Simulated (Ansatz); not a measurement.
Geometry optimisation, UKS PBE0/def2-SVP in Ansatz.

The input (input.yaml):

```yaml
crystal:
  periodic: [false, false, false]
  atoms:
    - { symbol: Si, position_ang: [0.044124, -0.006184, -0.255712] }
    - { symbol: H, position_ang: [-0.097534, 0.099838, 2.397016] }
    - { symbol: "N", position_ang: [1.653658, -0.032655, -0.8493] }
    - { symbol: H, position_ang: [2.280439, -0.811055, -0.658292] }
    - { symbol: H, position_ang: [2.162127, 0.839566, -0.960387] }
    - { symbol: H, position_ang: [-0.599473, 1.248914, -0.767678] }
    - { symbol: F, position_ang: [-0.757867, -1.29788, -0.850552] }
    - { symbol: O, position_ang: [0.031973, -0.084042, 3.356043] }
    - { symbol: H, position_ang: [-0.520147, -0.863602, 3.489062] }
magnetization:
  spin_polarized: true
  initial_magnetization: 1
basis:
  gaussian: { orbitals: def2-SVP }
hamiltonian:
  xc: pbe0
relax:
  f_tol: 0.03
  max_steps: 50
```

Launched with:

```bash
$ ansatz run input.yaml --threads 2 --pin off --max-ram 3072MiB --backend cpu --events-out ev --progress --plain --runs-dir out
```

Q: Where does it end, and by what steps?

A: The forces met the threshold. After 26 steps the energy has fallen by 0.347 eV; H9 moved furthest, 1.56 Å.

| step | energy less start (eV) | largest force component (eV/Å) | accepted |
| --- | --- | --- | --- |
| 0 | 0.0000 | 0.781 | yes |
| 1 | -0.0016 | 0.629 | yes |
| 2 | -0.0059 | 0.748 | yes |
| 3 | -0.0105 | 0.820 | yes |
| 4 | -0.0164 | 0.698 | yes |
| 5 | -0.0232 | 0.556 | yes |
| 6 | -0.0497 | 0.443 | yes |
| 7 | -0.0358 | 1.449 | no |
| 8 | -0.0651 | 0.347 | yes |
| 9 | -0.0760 | 0.341 | yes |
| 10 | -0.1026 | 0.676 | yes |
| 11 | -0.1371 | 0.963 | yes |
| 12 | -0.1874 | 1.035 | yes |
| 13 | -0.2365 | 0.855 | yes |
| 14 | -0.2697 | 0.444 | yes |
| 15 | -0.2616 | 1.681 | no |
| 16 | -0.2954 | 0.644 | yes |
| 17 | -0.3177 | 0.284 | yes |
| 18 | -0.3327 | 0.284 | yes |
| 19 | -0.3357 | 0.512 | yes |
| 20 | -0.3374 | 0.251 | yes |
| 21 | -0.3425 | 0.178 | yes |
| 22 | -0.3429 | 0.220 | yes |
| 23 | -0.3458 | 0.059 | yes |
| 24 | -0.3461 | 0.075 | yes |
| 25 | -0.3465 | 0.036 | yes |
| 26 | -0.3466 | 0.016 | yes |

```xyz
9
Properties=species:S:1:pos:R:3
Si -0.163 0.496 -0.248
H 0.087 0.081 2.971
N 1.476 0.014 -0.301
H 1.953 -0.181 0.573
H 2.088 0.239 -1.076
H -0.568 0.811 -1.660
F -1.109 -0.774 0.239
O 0.567 -0.543 2.417
H -0.134 -1.051 1.984
```

Time of the run: 74 s on 2 threads of Arm Neoverse V2 (shared host), peak memory 0.21 GiB.
